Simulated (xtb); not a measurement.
C₄H₆ClN₂Pd (SMILES CC#[N]->[Pd]([Cl])<-[N]#CC), doublet, at a GFN2-xTB geometry (such geometries of metal compounds can be far from the true shape) (the multiplicity is a formal guess). Base run: GFN2-xTB in xtb 6.7.1.

Input for xtb:
```
$ xtb mol.xyz --gfn 2 --uhf 1 --json

# file mol.xyz
14

Pd     0.53547728    -0.23095976    -0.05688024
Cl     1.31327158     0.47627670    -1.99283747
C     -0.79265635    -1.88015951     3.93483482
C     -0.23803901    -1.42946845     2.69405779
N      0.22418556    -1.07640922     1.69977923
H     -0.54338503    -1.17338198     4.72615221
H     -0.38775873    -2.86017522     4.18716045
H     -1.87647185    -1.95056369     3.84457694
C     -2.10723888     2.30065959    -2.17008040
C     -1.72057591     1.47720959    -1.06522501
N     -1.42406764     0.81631576    -0.16674902
H     -1.29407186     2.31331104    -2.89654909
H     -2.30131624     3.31497194    -1.82361887
H     -3.00433245     1.89448944    -2.63572839
```

Each row names what was changed in the base input (with any setting that the change needs).

| change | ΔE vs base (kcal/mol) | dipole (D) | SCF cycles |
|---|---|---|---|
| base | 0.000 | 7.82 | 15 |
| file = coord | 0.000 | 7.82 | 15 |
| acc = 30 | 0.000 | 7.81 | 11 |
| etemp = 5000 | -17.51 | 7.43 | 15 |
